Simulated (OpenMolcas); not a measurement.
As⁺: the spin-orbit constant, worked from levels

```
Program             : OpenMolcas
Basis               : ANO-R1 [5s4p3d1f]
Scalar Hamiltonian  : X2C, finite nucleus
Active space        : 2 electrons in 3 orbitals (4p)
State averaging     : 2S+1 = 3 even, 3 roots; 2S+1 = 1 even, 6 roots
Spin-orbit coupling : RASSI with atomic mean-field integrals over the reference wave functions, term energies averaged over their components
```

Methods: CASSCF; SS-CASPT2, IPEA 0.25 Eh, imaginary shift 0.1 Eh (closed shells correlated: 3d 4s). Measured levels: NIST Handbook of Basic Atomic Spectroscopic Data.

**The spin-orbit constant.** For the Hund term 3P of p2, E(J) = (A/2) J(J+1) + constant and ζ = 2S·A = 2A. From J = 0 to J = 2 the energy changes by 3 A.

```json
{"Source": "CASSCF", "E(2) - E(0)": "2344.2", "A": "781.4", "ζ": "1563"}
{"Source": "SS-CASPT2", "E(2) - E(0)": "2356.0", "A": "785.3", "ζ": "1571"}
{"Source": "measured", "E(2) - E(0)": "2541.3", "A": "847.1", "ζ": "1694"}
```

All in cm-1. SS-CASPT2 is off by -7.3 % and CASSCF by -7.8 %. Both methods take the spin-orbit matrix elements from the reference wave functions, so the second can move ζ only through the term energies and any multistate remixing. Second-order mixing with other terms is absorbed into this ζ.

With the s shell closed, the reference lacks s² → p² mixing. Without dynamic correlation excited terms often stand tens of per cent too high (terms of higher spin than the ground term too low), and those without a measured partner can miss by more than the paired ones (holds for CASSCF). Computed and measured levels are paired by configuration, term and J; levels that our copy of the source lacks, or whose pairing is in doubt (as where it misses far off the trend of its configuration), stay unpaired and out of the deviations. Levels of configurations outside the active space are missing.
